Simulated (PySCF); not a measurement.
SMILES [SeH]c1ccccc1, GFN2-xTB optimised geometry.

```
13

Se    -1.37    -2.51     0.00
C     -0.46    -0.82     0.00
C     -1.16     0.37     0.00
C     -0.47     1.57     0.00
C      0.92     1.58     0.00
C      1.61     0.38     0.00
C      0.93    -0.82     0.00
H     -2.69    -1.93    -0.02
H     -2.24     0.37     0.00
H     -1.01     2.50     0.00
H      1.46     2.51     0.00
H      2.69     0.38     0.00
H      1.47    -1.76     0.00
```

Density from PySCF with CAM-B3LYP/def2-TZVP at that geometry.

Minimum of the electron density along straight lines between bonded atoms, close to the bond critical point (lines longer than 1.1 times the sum of covalent radii, or with two minima, are not listed):

```tsv
bond	length / Å	ρ at the minimum / e bohr⁻³	∇²ρ there / e bohr⁻⁵	position (fraction from the first atom)
Se1–C2	1.918	0.160	[?]	0.51
C2–C3	1.387	0.322	-0.96	0.51
C3–C4	1.383	0.325	-0.98	0.50
C4–C5	1.385	0.324	-0.98	0.50
C5–C6	1.385	0.324	-0.98	0.50
C2–C7	1.388	0.322	-0.95	0.51
C6–C7	1.382	0.325	-0.98	0.50
Se1–H8	1.447	0.185	[?]	0.62
C3–H9	1.082	0.288	-1.03	0.65
C4–H10	1.080	0.289	-1.04	0.65
C5–H11	1.080	0.289	-1.04	0.65
C6–H12	1.080	0.289	-1.05	0.65
C7–H13	1.082	0.287	-1.03	0.65
```

Task: Fill in the missing entries.

Result: 
- Se1–C2, ∇²ρ there / e bohr⁻⁵: -0.19
- Se1–H8, ∇²ρ there / e bohr⁻⁵: -0.34
